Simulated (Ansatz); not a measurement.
Input and output for BeCl3⁻.

```yaml
crystal:
  periodic: [false, false, false]
  atoms:
    - {symbol: Be, position_ang: [0.000050, -0.000627, 0.000408]}
    - {symbol: Cl, position_ang: [1.818843, -0.082660, -0.641162]}
    - {symbol: Cl, position_ang: [-0.406523, 0.951115, 1.629782]}
    - {symbol: Cl, position_ang: [-1.412370, -0.867828, -0.989028]}
basis:
  gaussian: {orbitals: aug-pcseg-2}
total_charge: -1
hamiltonian: {xc: {name: wB97X}}
scf: {omitted_lower_state_checks: [starts]}
```

```sh
$ ansatz run in.yaml --threads 4 --pin off --events-out ev --progress --plain --max-ram 3916MiB
```

It prints (some lines left out):

```
Functional definition: wB97X
1165 factors; their error is unknown
335 factors; integrals over basis functions are off by at most 2.9e-5 eV
mean field evaluation 1: about -37978.3658 eV, gradient 1.6e1 eV
mean field evaluation 2: about -37979.0384 eV, gradient 1.1e1 eV
mean field evaluation 4: about -37979.3180 eV, gradient 2.6e-1 eV
mean field evaluation 8: about -37979.4395 eV, gradient 2.4e-2 eV
mean field -37979.43949610 eV, -1395.7186580930 hartree, gradient 4.1e-5 eV, S^2 0.000000; 0 other end points of the search recorded, 0 dependent functions left out
reference -37979.43944457 eV, -1395.7186561994 hartree; 28, 28 occupied and 146, 146 virtual orbitals, 1165 factors
Total energy: -37979.43944457 eV, -1395.7186561994 hartree
Checks for a lower state left out: starts
```

Run time 5.5 s (4 threads of Arm Neoverse V1 on a shared host).
